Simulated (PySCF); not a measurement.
An element was calculated at PBE0 (PySCF 2.14, non-relativistic, a triple-zeta basis, no spin-orbit coupling), in the ground configurations that NIST lists.

```
first ionisation energy  : 6.079 eV
second ionisation energy : 20.273 eV
third ionisation energy  : 30.585 eV
```

Q: Which element is it?

A: Gallium (Ga, Z = 31), in 6-31G*. NIST lists 5.999, 20.515, 30.726 eV for these ionisation energies.
